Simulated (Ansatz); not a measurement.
arsenic trifluoride (AsF3), singlet, geometry from GFN2-xTB; R2SCAN/def2-SVP (Ansatz, a program for electronic structure).

Ansatz was given this input:
Ansatz 0.2 input:
```yaml
crystal:
  periodic: [false, false, false]
  atoms:
    - {symbol: F, position_ang: [-0.84302752, -1.17072944, -0.50769894]}
    - {symbol: As, position_ang: [0.01319427, -0.00551619, 0.42391172]}
    - {symbol: F, position_ang: [1.41634737, -0.12051314, -0.56435604]}
    - {symbol: F, position_ang: [-0.62169883, 1.31146860, -0.48228800]}
basis:
  gaussian:
    orbitals: def2-SVP
hamiltonian:
  xc: r2scan
```

**Question.** What does Ansatz print? Leave out banner, timings and long lists.

**Answer.** 
```
Functional definition: r2SCAN
807 factors; their error is unknown
mean field evaluation 1: about -68971.8432 eV, gradient 5.3e1 eV
mean field evaluation 2: about -68955.0273 eV, gradient 1.1e2 eV
mean field evaluation 4: about -68976.2958 eV, gradient 1.3e0 eV
mean field evaluation 8: about -68976.2414 eV, gradient 6.4e-3 eV
mean field -68976.24136878 eV, -2534.8301165271 hartree, gradient 2.4e-5 eV, S^2 0.000000; 0 other end points of the search recorded, 0 dependent functions left out
reference -68976.24137399 eV, -2534.8301167185 hartree; 30, 30 occupied and 44, 44 virtual orbitals, 807 factors
Total energy: -68976.24137399 eV, -2534.8301167185 hartree
```
